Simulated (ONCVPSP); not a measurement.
**LDA (Perdew-Wang 92) ONCV dataset for lanthanum, scalar-relativistic all-electron reference.**

ONCVPSP 4.0.1 input, shortened (lines: element, Z, core and valence counts, functional; n l f; lmax; l rc ep ncon nbas qcut; lloc lpopt rc5 dvloc0; l nproj debl; icmod fcfact rcfact), LDA (Perdew-Wang 92), scalar-relativistic:

```
  La 57.00    9    5  -001012      upf
    1    0    2.00
    2    0    2.00
    2    1    6.00
    3    0    2.00
    3    1    6.00
    3    2   10.00
    4    0    2.00
    4    1    6.00
    4    2   10.00
    5    0    2.00
    5    1    6.00
    5    2    1.00
    6    0    1.00
    6    1    1.00
    3
    0    2.40    0.00    4    8    6.00
    1    2.90    0.00    4    9    5.50
    2    2.65    0.00    4    7    4.00
    3    2.55    0.22    5    9    4.70
    4    5    2.10    2.00
    0    2    3.50
    1    2    1.20
    2    2    1.90
    3    2    1.90
    0    0.00    0.00
```

In the f channel the program set the typed energies aside and used -0.209, 1.691 Ha.

- Cutoffs needed: 11 Ha and 13 Ha (the cutoffs (Ha) at which the residual kinetic energy of the hardest occupied pseudo-wave falls to 1 and 0.1 mHa per electron) The cutoffs count occupied waves only; projector 2 of the f channel, the hardest unoccupied one, needs 65 Ha at the loose tolerance.
- Ghost test: no bound ghost flagged but for a GHOST(-) flag that falls on a real empty level of the atom; no localised positive-energy state flagged
- Largest excitation error: -4.5 meV (all-electron minus pseudo) for 5s2 5p6 5d2 6s0 6p0, out of 4 test configurations
